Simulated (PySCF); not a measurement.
## Orbital picture of CuO

PBE0 at R = 1.725 Å; Cu cc-pVDZ-PP with ECP10, O cc-pVDZ; scalar-relativistic core potentials (PySCF 2.14). State: ²Π (doublet), unpaired electrons π ↑. Only the outer orbitals are listed, counted within each symmetry, core potentials removing the inner ones.

```
spin  orbital  occ.  ε (eV)  on Cu (%)           main shells (%)
   α       2π     1  -10.66         37           62 O p, 36 Cu d
   α       5σ     1  -10.40         46           51 O p, 43 Cu d
   α       2π     1   -9.60         68           68 Cu d, 32 O p
   α       1δ     1   -8.62        100                  100 Cu d
   α       1δ     1   -8.61        100                  100 Cu d
   α       3π     1   -8.24         66           64 Cu d, 34 O p
   α       6σ     1   -7.32         72  47 Cu d, 28 O p, 24 Cu s
   α       3π     1   -7.13         38           62 O p, 32 Cu d
   α       7σ     0   -2.75         89  61 Cu s, 22 Cu p, 10 O p
   α       4π     0    0.59         98                   97 Cu p
   α       4π     0    0.78         96                   95 Cu p
   β       4σ     1  -23.18          8                    91 O s
   β       5σ     1   -9.66         55           52 Cu d, 41 O p
   β       2π     1   -9.33         78           77 Cu d, 22 O p
   β       2π     1   -8.61         92            91 Cu d, 8 O p
   β       1δ     1   -8.50        100                  100 Cu d
   β       1δ     1   -8.49        100                  100 Cu d
   β       6σ     1   -6.90         71  36 Cu s, 35 Cu d, 29 O p
   β       3π     1   -6.54         30           70 O p, 23 Cu d
   β       3π     0   -2.69         32   68 O p, 23 Cu p, 8 Cu d
   β       7σ     0   -2.61         83  50 Cu s, 25 Cu p, 17 O p
   β       4π     0    0.71         94                   93 Cu p
```

**Question.** Which are the highest filled and the lowest empty level, where do they sit, and how wide is the gap?

**Answer.** Highest filled β 3π at -6.54 eV (in %: 70 O p, 23 Cu d); lowest empty α 7σ at -2.75 eV (in %: 61 Cu s, 22 Cu p, 10 O p); the gap at PBE0 is 3.79 eV.

| Quantity | Value |
| --- | --- |
| bond order (Mayer) | 1.34 |
| ⟨S²⟩ | 0.774 |
| charge on Cu (Mulliken, basis-dependent) | 0.34 |
| charge on Cu (Löwdin, basis-dependent) | 0.18 |
| dipole moment (positive dipole means Cu(−)O(+)) | -4.09 D |
| polarisability along the bond | 35.5 bohr³ |
| polarisability across the bond | 23.1 bohr³ |

With d or f electrons several states lie close, and the lowest PBE0 determinant need not be the measured ground state.
